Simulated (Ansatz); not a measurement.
B7P7H20⁻, a nanocrystal cut from zinc blende BP (hydrogen-capped). Total charge -1; doublet. Geometry PBE-D4/def2-SVP, that of the neutral singlet; atoms count from 1.

```xyz
34

B     2.6630   -0.7050   -1.2451
B    -1.7570   -0.7049    2.3116
B    -0.2567   -1.8400   -0.3875
B     1.1894    0.4493    1.4094
B     1.4799    2.3384   -1.2167
B    -1.4347    1.1893   -0.3592
B     0.0253    0.0383   -3.0222
P    -0.0030   -0.0274    2.8617
P     1.4643   -1.1202    0.2489
P     1.7123    0.6866   -2.2535
P    -1.3928   -2.2280    1.1346
P    -2.5250    0.6828    1.1616
P    -1.0751   -0.4044   -1.4620
P     0.3247    1.8108    0.2762
H     2.7750   -1.7322   -1.9042
H     3.6985   -0.2685   -0.7559
H    -2.4737   -0.9924    3.2547
H    -0.0911   -2.8481   -1.0556
H     2.2503    0.8577    1.8541
H     2.5413    2.7079   -0.7278
H     0.8648    3.1822   -1.8584
H    -1.9977    2.0552   -1.0098
H     0.1928   -1.0048   -3.6435
H    -0.5595    0.9311   -3.6247
H     0.5657   -0.9868    3.7588
H    -0.2269    1.0506    3.7761
H     2.0349   -2.1366    1.0846
H     2.5523    1.0235   -3.3593
H    -0.8897   -3.2908    1.9506
H    -2.6538   -2.7918    0.7596
H    -3.8377    0.2523    0.7874
H    -2.8675    1.7927    1.9979
H    -2.3569   -0.8989   -1.8741
H     0.0644    2.9321    1.1318
```

Single mean-field runs in def2-TZVP are fitted with def2-universal-jkfit. The highest occupied level of the charge -1 doublet lies above zero (up to 1.20 eV). By energy differences its removal costs 0.12 eV (vertical, to the charge 0 singlet, at PBE0-D4/def2-TZVP); self-interaction error and the lack of diffuse functions both raise the level.

(1) Estimate the Mulliken populations of the heavy atoms from the PBE0/def2-TZVP orbitals of Ansatz.

(2) Where does the spin sit?

(3) And the Mayer bond orders between bonded heavy atoms (over 0.3)?

Answers

(1) 
| atom | charge (e) | spin (α − β) |
| --- | --- | --- |
| B1 | -0.24 | -0.01 |
| B2 | 0.06 | -0.09 |
| B3 | 0.01 | 0.00 |
| B4 | 0.01 | 0.00 |
| B5 | -0.26 | 0.04 |
| B6 | 0.05 | -0.07 |
| B7 | -0.26 | 0.04 |
| P8 | -0.09 | 0.14 |
| P9 | -0.08 | 0.04 |
| P10 | 0.05 | 0.00 |
| P11 | -0.09 | 0.14 |
| P12 | -0.17 | 0.32 |
| P13 | -0.07 | 0.04 |
| P14 | -0.07 | 0.04 |
Mulliken values and Mayer orders depend strongly on the basis.

(2) Summed by element: B -0.09, P 0.72, H 0.37, of 1 unpaired in all. Largest on single atoms: P12 0.32, P8 0.14, P11 0.14.

(3) B1–P9 0.87 (1.96 Å); B1–P10 0.91 (1.96 Å); B2–P8 0.86 (1.96 Å); B2–P11 0.86 (1.96 Å); B2–P12 0.87 (1.96 Å); B3–P9 0.86 (1.97 Å); B3–P11 0.85 (1.94 Å); B3–P13 0.86 (1.97 Å); B4–P8 0.85 (1.94 Å); B4–P9 0.86 (1.97 Å); B4–P14 0.86 (1.97 Å); B5–P10 0.91 (1.96 Å); B5–P14 0.86 (1.96 Å); B6–P12 0.84 (1.94 Å); B6–P13 0.86 (1.97 Å); B6–P14 0.86 (1.97 Å); B7–P10 0.91 (1.96 Å); B7–P13 0.86 (1.96 Å).
